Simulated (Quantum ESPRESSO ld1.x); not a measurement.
The numbers below are computed, except where a source is named.
The mean radii <r> (bohr) of the occupied orbitals of an atom or ion are listed with their occupations. Code: ld1.x of Quantum ESPRESSO 7.5. Model: Dirac Kohn-Sham, PBE, spin-unpolarised, spherical densities, point nucleus.

| orbital | occ. | <r> |
|---|---|---|
| 1s1/2 | 2 | 0.01601 |
| 2s1/2 | 2 | 0.06482 |
| 2p1/2 | 2 | 0.05287 |

Name the element and its charge. Open shells, if any, fill j = l - 1/2 first.

Answer. Z = 82, lead, charge +76: Pb76+ in [He] 2s2 2p2. The 1s radius gives Z: for a bare nucleus <r> = (2 gamma + 1)/(2Z) with gamma = sqrt(1 - (Z/c)^2), 0.01587 bohr for Z = 82, and screening makes it slightly larger (0.01601 here). The occupations add up to 6, and the charge is Z minus that.
